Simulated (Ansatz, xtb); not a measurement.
The molecule PN-, multiplicity 2 (lowest of 2S+1 = 2, 4 at CCSD(T)/def2-TZVPP on PBE0 minima; our sources give no spin for the ground state, which may be another). The T1 diagnostic near the minimum is 0.079, so single-reference values are doubtful.

The constants come from a fifth-degree fit in 1/R (seven points, main isotopes). In def2 and cc sets the state is the lowest found near the PBE0 minimum, followed along R.

The values were computed with Ansatz (a first-principles code) with Gaussian orbitals; xtb for the GFN methods.  The GFN methods have no spin term and hold the electronic entropy of 300 K.

| level | r_e (Å) | ω_e (cm⁻¹) | α_e (cm⁻¹) | ω_e x_e (cm⁻¹) |
|---|---|---|---|---|
| GFN1-xTB | 1.558 | 1201 | 0.0058 | 6.2 |
| GFN2-xTB | 1.515 | 1361 | 0.0064 | 8.3 |
| SVWN5/def2-TZVPP | 1.551 | 1149 | 0.0054 | 5.8 |
| PBE/def2-TZVPP | 1.566 | 1114 | 0.0054 | 5.7 |
| r2SCAN/def2-TZVPP | 1.553 | 1156 | 0.0053 | 5.9 |
| B97M-V/def2-TZVPP | 1.549 | 1167 | 0.0053 | 5.8 |
| B3LYP/def2-TZVPP | 1.550 | 1161 | 0.0053 | 5.9 |
| PBE0/def2-TZVPP | 1.545 | 1188 | 0.0051 | 5.8 |
| CAM-B3LYP/def2-TZVPP | 1.536 | 1213 | 0.0050 | 5.8 |
| wB97X-V/def2-TZVPP | 1.539 | 1223 | 0.0048 | 5.5 |
| wB97M-V/def2-TZVPP | 1.539 | 1216 | 0.0049 | 5.4 |
